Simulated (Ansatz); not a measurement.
Species: C₄H₁₀Se₂, charge 0, multiplicity 1. SMILES: C[Se]C(C)[Se]C
Geometry from a B3LYP-D3(BJ)/def2-TZVP (Ansatz, a program for electronic structure) optimisation:
```
C
H 1 1.0890
C 1 1.5176 2 111.30
H 3 1.0905 1 110.98 2 -177.35
H 3 1.0912 4 107.78 1 121.20
H 3 1.0926 4 108.66 5 117.01
Se 1 1.9691 2 107.16 3 -119.73
C 7 1.9602 1 97.60 2 -44.01
H 8 1.0868 7 109.37 1 -56.14
H 8 1.0876 9 110.77 7 -121.52
H 8 1.0878 9 110.08 10 -121.56
Se 1 1.9786 2 106.92 3 123.75
C 12 1.9666 1 97.69 2 -47.86
H 13 1.0873 12 110.86 1 -65.16
H 13 1.0881 14 110.56 5 -83.06
H 13 1.0882 14 109.35 15 -120.45
```
Charge 0, spin multiplicity 1.

Wanted: vertical triplet-singlet gap (E(triplet) - E(singlet); each state is the SCF solution reached for its spin), in kJ/mol. Correlated levels leave the core frozen unless marked. Open shells are spin-unrestricted. Spin-orbit coupling is left out. The frozen core is the preceding noble-gas configuration, with the filled d and f shells of earlier blocks. Non-relativistic. 

| level | program | vertical triplet-singlet gap (kJ/mol) |
|---|---|---|
| HF/aug-cc-pVDZ | Ansatz | 406.9 |
| HF/aug-cc-pVTZ | Ansatz | 400.9 |
| SVWN5/def2-TZVPD | Ansatz | 387.0 |
| PBE/def2-TZVPD | Ansatz | 381.6 |
| r2SCAN/def2-TZVPD | Ansatz | 394.9 |
| B3LYP/def2-TZVPD | Ansatz | 405.1 |
| PBE0/def2-TZVPD | Ansatz | 401.9 |
| BHLYP/def2-TZVPD | Ansatz | 417.5 |
| CAM-B3LYP/def2-TZVPD | Ansatz | 417.3 |
| wB97M-V/def2-TZVPD | Ansatz | 423.5 |
| wB97X-V/def2-TZVPD | Ansatz | 431.8 |
| B2PLYP/def2-TZVPD | Ansatz | 413.5 |
| MP2/aug-cc-pVDZ | Ansatz | 425.8 |
| RI-MP2/aug-cc-pVTZ | Ansatz | 424.7 |
| SCS-MP2/aug-cc-pVDZ | Ansatz | 434.1 |
| CCSD/aug-cc-pVDZ | Ansatz | 420.8 |
| CCSD(T)/aug-cc-pVDZ | Ansatz | 418.5 |
